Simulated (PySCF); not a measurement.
How methods differ on the ionisation energy of Ca²⁺

Ca²⁺ [Ar] (1S) → Ca³⁺ [Ne] 3s2 3p5 (2P), as a difference of total energies. Computed with PySCF 2.14 in x2c-SVPall (5s3p2d, 24 functions), with the spin-free X2C one-electron Hamiltonian (Gaussian nucleus). Correlated levels: valence: [Ne] 3s2 frozen. The calculations carry no spin-orbit coupling.

```
           method  ionisation energy (eV)
              UHF                  50.773
             PBE0                  52.084
            M06-L                  52.271
    MP2 (valence)                  51.626
SCS-MP2 (valence)                  51.564
   CCSD (valence)                  51.670
CCSD(T) (valence)                  51.670
```

Task: How much does correlation contribute at CCSD(T) (valence)?

Result: 51.670 − (50.773) = 0.897 eV, measured against UHF.

The reference lies between the lowest fine-structure levels, while these numbers refer to the centres of the terms.

Errors of the correlated levels include the incompleteness of this basis and the frozen core.

For comparison: 50.913 eV (measured; NIST Atomic Spectra Database, ionization energies).
